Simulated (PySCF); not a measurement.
Vertical excitations of a molecule C4H6 from PySCF 2.14.0 with TDA-PBE/def2-SVPD, as energy in eV (oscillator strength): 6.49 (0.000), 6.93 (0.000), 7.01 (0.033), 7.19 (0.001), 7.31 (0.000), 7.49 (0.248), 7.92 (0.044), 7.99 (0.000), 8.09 (0.031), 8.33 (0.082). Lowest triplet (TDA): 4.34 eV. The structure is a stationary point at B3LYP-D3(BJ)/def2-SVP. Other conformers were not sampled.

Q: Which molecule gave these data?
A. C1=CCC1
B. C=CC=C
C. C=C=CC
D. C#CCC

A: A, C1=CCC1
